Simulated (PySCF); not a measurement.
## Diatomics of I with the chalcogens

PBE0 with double-zeta basis sets in PySCF, for the lowest determinant that a PBE0 search found; no spin–orbit coupling. De refers to high-spin ground-configuration atoms. A positive dipole means M(−)I(+).

```csv
M,basis,state (unpaired electrons),Re (Å),ωe (cm⁻¹),De (eV),μ (D)
O,x2c-SVPall,doublet (π ↑),1.923,651,2.15,2.36
S,def2-SVP,doublet (π ↑),2.336,398,2.28,1.13
Se,cc-pVDZ-PP,doublet (π ↑),2.468,273,2.18,0.41
Te,cc-pVDZ-PP,doublet (π ↑),2.674,219,2.09,-0.51
```

The shortest bond is that of IO (1.923 Å), the longest that of TeI (2.674 Å).

The rows differ in basis set, which adds steps of its own.

Relativity is treated differently too: O spin-free X2C; S scalar-relativistic core potentials; Se scalar-relativistic core potentials; Te scalar-relativistic core potentials.

Down a group bonds as a rule get longer and wavenumbers fall, partly through the reduced mass; this series shows no clear exception.

Spin–orbit coupling is left out, which matters for elements this heavy, above all for dissociation energies. States were picked by a PBE0 search and need not be the measured ground states.
